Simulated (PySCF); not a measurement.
H6O2Si2, SMILES O([SiH2]O)[SiH3].

Geometry optimised at PBE-D3(BJ)/def2-SVP. One conformer was computed; it need not be the lowest.

Two levels are set side by side: TDDFT-PBE/def2-SVPD (PySCF) and TDDFT-CAM-B3LYP/def2-SVPD (PySCF). Vertical, same geometry. The lowest singlet is HOMO→LUMO 98 % with PBE and HOMO→LUMO 52 %, HOMO→LUMO+1 15 %, HOMO−1→LUMO 13 %, HOMO−1→LUMO+1 9 % with the other functional; states are paired by order. Differences are taken from unrounded values.

```
quantity                              TDDFT-CAM-B3LYP  TDDFT-PBE  TDDFT-PBE minus TDDFT-CAM-B3LYP
------------------------------------  ---------------  ---------  -------------------------------
lowest singlet excitation (eV)                   7.56       6.48                            -1.08
lowest triplet excitation (TDA) (eV)             7.18       6.27                            -0.91
```

Functionals without exact exchange tend to place singlet excitations lower, as here. Differences between two approximate levels are no errors against the true value.

Rough cost on one machine, each run with all the roots and properties that it gave: TDDFT-CAM-B3LYP against TDDFT-PBE about 8 times.
